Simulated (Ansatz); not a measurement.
The molecule Li2-, multiplicity 4 (an upper state: multiplicity 2 came lower at CCSD(T)/def2-TZVPP on PBE0 minima).

The constants come from a fifth-degree fit in 1/R (seven points, main isotopes). In def2 and cc sets the state is the lowest found near the PBE0 minimum, followed along R.

Correlated levels freeze the inner cores; with def2 sets outer-core shells near the valence are correlated too.

The values were computed with Ansatz (a program for electronic structure). Each number belongs to the level named beside it.

Energies at CCSD/def2-TZVPP:

| R (Å) | E (hartree) |
|---|---|
| 3.514673 | -14.93043193 |
| 3.609153 | -14.93057389 |
| 3.696075 | -14.93059825 |
| 3.794335 | -14.93052067 |
| 3.892595 | -14.93034808 |
| 4.005971 | -14.93005031 |
| 4.138244 | -14.92959445 |

Task: With a reduced mass of 3.5080 u, find the minimum, the force constant and the constants.

Result: A fifth-degree polynomial in 1/R puts the minimum at r_e = 3.6750 Å with force constant 5.24 N/m. Then ω_e = (1/2πc)√(k/μ) = 159 cm⁻¹ and B_e = h/(8π²cμr_e²) = 0.3558 cm⁻¹; the cubic and quartic terms give α_e = 0.0050 and ω_e x_e = 1.4 cm⁻¹.
